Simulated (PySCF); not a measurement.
**Al¹⁰⁺ (aluminium, charge +10) across methods**

[He] 2s1, 2S determinant. Computed with PySCF 2.14 in an uncontracted even-tempered set (19 s from 1.1 bohr⁻², ratio 2.2; 9 p from 1.8 bohr⁻², ratio 2.4; 6 d from 5.4 bohr⁻², ratio 2.4; 5 f from 8.1 bohr⁻², ratio 2.4; 5 g from 12 bohr⁻², ratio 2.4), with scalar relativity by spin-free X2C-1e. The B2PLYP total includes its PT2 part (frozen core); its orbital energies are those of the SCF part.

| method | E (hartree) | mean ε 1s α (eV) | mean ε 1s β (eV) | mean ε 2s α (eV) | Σ⟨r²⟩ (bohr²) | ⟨S²⟩ |
| --- | --- | --- | --- | --- | --- | --- |
| TPSSh | -177.6543 | -1957.2 | -1953.8 | -427.10 | 0.3401 | 0.750 |
| UHF | -177.56880 | -2026.5 | -2019.8 | -441.94 | 0.3410 | 0.750 |
| PBE | -177.5084 | -1943.3 | -1940.1 | -424.68 | 0.3405 | 0.750 |
| PBE0 | -177.5376 | -1964.3 | -1960.2 | -429.13 | 0.3406 | 0.750 |
| B2PLYP | -177.6301 | -1988.1 | -1983.3 | -433.99 | 0.3404 | 0.750 |
| r2SCAN | -177.6069 | -1952.1 | -1949.4 | -425.83 | 0.3407 | 0.750 |

Problem. Estimate the same row for LDA.

Solution. E (hartree) = -176.6378; mean ε 1s α (eV) = -1935.1; mean ε 1s β (eV) = -1931.8; mean ε 2s α (eV) = -423.15; Σ⟨r²⟩ (bohr²) = 0.3417; ⟨S²⟩ = 0.750.
